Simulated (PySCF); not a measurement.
Below is a simulated gas-phase P 2p photoelectron spectrum of PAs3SeSeSe nortricyclane, As3PSe3.

Every computed line was given a Gaussian of 0.5 eV full width at half maximum and an area set by the number of equivalent atoms (split 2:1 within a doublet); the highest printed point is 100. Level of theory: delta-SCF UKS SCAN, pcX-2 on the ionised atom, pcseg-1 elsewhere, spin-free X2C in PySCF.

binding energy (eV), intensity and a bar:
```
    136.4          0 
    136.5          1 
    136.6          4 #
    136.7         11 ###
    136.8         26 ########
    136.9         51 ###############
    137.0         80 ########################
    137.1        100 ##############################
    137.2        100 ##############################
    137.3         80 ########################
    137.4         52 ################
    137.5         28 ########
    137.6         17 #####
    137.7         18 #####
    137.8         28 ########
    137.9         41 ############
    138.0         50 ###############
    138.1         49 ###############
    138.2         39 ############
    138.3         24 #######
    138.4         12 ####
    138.5          5 #
    138.6          2 
    138.7          0
```

Problem. Count the maxima, the lines and the sites behind this envelope.

Solution. The curve has 2 maxima (at 137.1 and 138.0 eV). Under it lie 2 lines from 1 inequivalent phosphorus site, drawn as a 2p3/2, 2p1/2 pair.

Problem. Decompose the envelope and assign each component. Bonds: P1–Se2, P1–Se5, P1–Se7, Se2–As3, As3–As4, As3–As6, As4–Se5, As4–As6, As6–Se7.

Solution. 
```tsv
position (eV)	relative area	line	atoms	environment
137.15	0.67	P 2p3/2	P1	phosphorus bonded to 3 Se
138.04	0.33	P 2p1/2	P1	phosphorus bonded to 3 Se
```

Problem. What are the centre and the root-mean-square width of the whole band?

Solution. The area-weighted mean of the lines is 137.45 eV. Their own spread about it is 0.42 eV (rms) and each Gaussian has σ = 0.5/2.355 = 0.21 eV; the variances add, which gives 0.47 eV.

No satellites, vibrations or lifetime broadening are included. Spin–orbit and ligand-field terms were added within each 2p shell after the spin-free SCF. 2p1/2 minus 2p3/2 (ligand field included): P 0.89 eV. The structure is a single PBE0-D3(BJ)/def2-SVP conformer in the gas phase; no vibrational or solvent corrections.
